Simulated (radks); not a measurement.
Spherical quantum dot in the effective-mass picture: electrons in a well V = -V0 / (1 + exp((r - R)/a)) with V0 = 1.68, R = 10.4, a = 1, all in effective atomic units (hartree* = m*/eps^2 hartree, bohr* = eps/m* bohr), one dielectric constant everywhere. Calculated with a radial shooting solver with Libxc functionals: non-relativistic Kohn-Sham, PBEsol, spin-polarised, spherical densities. Levels are named by radial order and angular momentum (1s, 1p, 1d, 2s, ...), and open shells are averaged over m.

N = 7, configuration 1s2 1p(up 3, down 2). This is the lowest configuration that the search found (a dilute case). Occupied levels:

level,occupation,eigenvalue (hartree*),<r> (bohr*)
1s up,1,-0.73884,6.275
1s down,1,-0.73190,6.254
1p up,3,-0.70793,6.609
1p down,2,-0.70069,6.600

Energy (hartree*): total -8.15076, kinetic 0.54903, external -11.221, Hartree 3.4240, exchange-correlation -0.90330.
